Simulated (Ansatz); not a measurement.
**Worked example: a bond strength in GeH3O (SMILES [O][GeH3])**

GeH3O: 5 atoms, total charge 0, spin state doublet. SMILES: `[O][GeH3]`. The shape was relaxed beforehand at PBE0/def2-SVP.

```xyz
5

O    -1.4464    0.4237    0.7815
Ge    0.0671   -0.0591   -0.0569
H    -0.1582   -0.0903   -1.5783
H     0.5532   -1.4196    0.4715
H     1.0341    1.0716    0.3408
```

Wanted: the dissociation energy of the H4–Ge2 bond into doublet H and singlet GeH2O (shapes relaxed at PBE0/def2-SVP, no zero-point term). 1 Eh = 2625.50 kJ/mol = 27.2114 eV. Totals in Eh; open shells run unrestricted unless said.

| level | program | GeH3O | doublet H | singlet GeH2O |
| --- | --- | --- | --- | --- |
| UPBE/def2-TZVPP | Ansatz | -2153.581890 | -0.499616 | -2153.024561 |
| UB3LYP/def2-TZVPP | Ansatz | -2154.036537 | -0.502154 | -2153.464265 |
| RPA@PBE/def2-TZVPP, 10 core orbitals frozen | Ansatz | -2152.676884 | -0.517613 | -2152.092978 |

**Question.** Work out the dissociation energy at each level.

**Answer.** 
1. UPBE/def2-TZVPP: (-0.499616) + (-2153.024561) − (-2153.581890) = 0.057713 Eh = 151.5 kJ/mol = 1.57 eV.
2. UB3LYP/def2-TZVPP: (-0.502154) + (-2153.464265) − (-2154.036537) = 0.070118 Eh = 184.1 kJ/mol = 1.91 eV.
3. RPA@PBE/def2-TZVPP: (-0.517613) + (-2152.092978) − (-2152.676884) = 0.066293 Eh = 174.1 kJ/mol = 1.80 eV.

The levels span 152 to 184 kJ/mol; no measured value is set beside them. A fragment with an even electron count was run as a singlet and may have a lower triplet. A bond enthalpy at 298 K also holds the loss of zero-point energy and thermal terms.
